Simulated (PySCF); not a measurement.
Assignment exercise: C7H5F3O

Geometry:
```
atom   x (Å)   y (Å)   z (Å)
  O1  -2.414  -1.634   0.369
  C2  -1.473  -0.680   0.190
  C3  -1.889   0.644   0.064
  C4  -0.962   1.649  -0.123
  C5   0.392   1.358  -0.184
  C6   0.802   0.041  -0.049
  C7   2.263  -0.297  -0.134
  F8   3.054   0.689   0.314
  F9   2.586  -1.395   0.570
 F10   2.654  -0.543  -1.402
 C11  -0.118  -0.983   0.131
 H12  -2.004  -2.504   0.446
 H13  -2.945   0.858   0.116
 H14  -1.293   2.671  -0.223
 H15   1.120   2.140  -0.326
 H16   0.221  -2.005   0.231
```

- GIAO PBE0/pcSseg-1 shieldings
- structure optimised with GFN2-xTB
- program: PySCF
- non-relativistic Hamiltonian, fast rotation and ring inversion assumed for equivalent nuclei, gas phase, single conformer

Scale: ¹³C (σ = 186.93 ppm) and ¹H (σ = 31.72 ppm) against TMS (reference shieldings calculated alike).

(1) Assign these signals to the numbered atoms. ¹³C{¹H} NMR (computed): δ 163.7 (C), 138.7 (C), 136.3 (CH), 133.5 (C), 123.3 (CH), 123.1 (CH), 115.7 (CH).

(2) Assign these signals to the numbered atoms. ¹H NMR (400 MHz, computed): δ 7.74 (m, 1H), 7.52 (m, 1H), 7.36 (d, 1H), 7.08 (m, 1H), 4.62 (br s, 1H).

Results:

(1) 
163.7 → C2, aromatic carbon bearing oxygen: the electronegative substituent deshields the carbon that carries it
138.7 → C6, substituted aromatic carbon
136.3 → C4, aromatic CH: the aromatic region
133.5 → C7, CF3 carbon: 3 electronegative neighbours deshield it
123.3 → C3, aromatic CH
123.1 → C5, aromatic CH
115.7 → C11, aromatic CH: π donation from the O or N substituent raises the electron density at positions ortho and para to it

C3 and C5 lie closer than the usual error of such a calculation, so a measured spectrum could show them in the other order.

(2) 
| δ (ppm) | atoms | environment | reason |
| --- | --- | --- | --- |
| 7.74 | H14 | hydrogen on an aromatic CH | the ring current deshields protons in the ring plane |
| 7.52 | H15 | hydrogen on an aromatic CH | – |
| 7.36 | H13 | hydrogen on an aromatic CH | – |
| 7.08 | H16 | hydrogen on an aromatic CH | – |
| 4.62 | H12 | hydrogen on a phenol-type oxygen | exchangeable; this is the value without hydrogen bonding to other molecules |

The OH or NH signal is concentration- and solvent-dependent in practice; the value given is the gas-phase one. Splittings by ¹⁹F in the carbon and heteronuclear signals aren't shown, as no couplings were computed. Shifts are as computed. Against solution values, carbons near 30 ppm lie about +3 ppm off and those near 130 ppm about +5 ppm. Of 1211 compounds with measured shifts, 218 miss one by over three times the rms of a fit or turn the order of signals round; such compounds aren't used in these exercises. Multiplicities follow the n + 1 count of equivalent neighbours, as no J values were calculated; m marks all less simple cases, F and P coupling included.
